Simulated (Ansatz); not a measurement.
Consider the substitution at a C–Si bond: `C=C[SiH](O)[SiH2]O` + `O[SiH2]F` → `C=CO[SiH2]F` + `O[SiH2][SiH2]O`.

Isolated molecules relaxed with PBE0-D4/def2-TZVP in Ansatz; ΔE leaves out vibrations. CCSD(T)/CBS adds triple-zeta CCSD(T) − MP2 to the extrapolated MP2 energy (def2 sets, frozen cores). Functionals use def2-TZVPP. B3LYP here is the variant with VWN-RPA as its local correlation; programs differ in this. Each species was taken in one conformer, which may not be the lowest.

`C=C[SiH](O)[SiH2]O`:

Cartesian coordinates in Å:
```
C 0.614 1.818 1.056
C 0.216 0.684 1.628
Si -0.483 -0.748 0.681
O 0.196 -2.130 1.300
Si 0.023 -0.586 -1.610
O -0.575 0.859 -2.167
H 0.571 1.966 -0.020
H 0.991 2.655 1.637
H 0.279 0.600 2.713
H -1.966 -0.820 0.868
H -0.306 -2.940 1.210
H -0.579 -1.733 -2.358
H 1.497 -0.670 -1.837
H -0.477 1.045 -3.102
```

`O[SiH2]F`:

Z-matrix (Å, degrees):
```
Si
F 1 1.596
O 1 1.630 2 111.0
H 1 1.482 2 106.0 3 121.4
H 1 1.474 2 108.2 3 -116.3
H 3 0.958 1 119.1 2 71.8
```

`C=CO[SiH2]F`:

Z-matrix (Å, degrees):
```
Si
F 1 1.592
O 1 1.635 2 110.4
H 1 1.481 2 106.8 3 -119.5
H 1 1.473 2 108.3 3 116.3
C 3 1.360 1 126.6 2 -80.9
C 6 1.322 3 122.4 1 170.1
H 6 1.089 3 115.4 1 -10.7
H 7 1.082 6 121.4 3 -0.8
H 7 1.081 6 119.6 3 179.2
```

`O[SiH2][SiH2]O`:

```xyz
10

O    -1.586    0.043   -0.717
Si    0.026    0.000   -1.135
Si    0.968    0.005    1.023
O    -0.331   -0.082    2.040
H    -2.243    0.036   -1.414
H     0.389    1.175   -1.979
H     0.329   -1.217   -1.943
H     1.757    1.241    1.283
H     1.871   -1.155    1.252
H    -1.180   -0.045    1.591
```

Q: Is it downhill or uphill in electronic energy at CCSD(T)/CBS, and by how much? (An estimate is asked.)

A: Computed: Uphill: ΔE = +73.4 kJ/mol.

Q: What do these levels give: PBE0-D4, B3LYP-D4, ωB97M-V, B2PLYP, r2SCAN, PBE0, B3LYP, MP2/def2-TZVPP, CCSD(T)/def2-TZVPP, SCS-MP2/def2-QZVPP, HF/CBS(def2), CCSD/CBS(def2)? (Estimate.)

A: The calculation gave: PBE0-D4 65.3, B3LYP-D4 63.0, ωB97M-V 66.6, B2PLYP 64.4, r2SCAN 62.1, PBE0 62.1, B3LYP 57.7, MP2/def2-TZVPP 76.1, CCSD(T)/def2-TZVPP 70.6, SCS-MP2/def2-QZVPP 72.8, HF/CBS(def2) 59.8, CCSD/CBS(def2) 72.6 kJ/mol.

Largest T1 diagnostic among the species: 0.012.

The D4 term adds +5.2 kJ/mol with B3LYP and +3.2 kJ/mol with PBE0; it sums over pairs of atoms, weighted by their polarisabilities, and B3LYP, whose exchange is more repulsive, gets the larger term. From PBE to PBE0 (25 % exact exchange), in def2-TZVPP and without D4, ΔE moves by +3.6 kJ/mol.
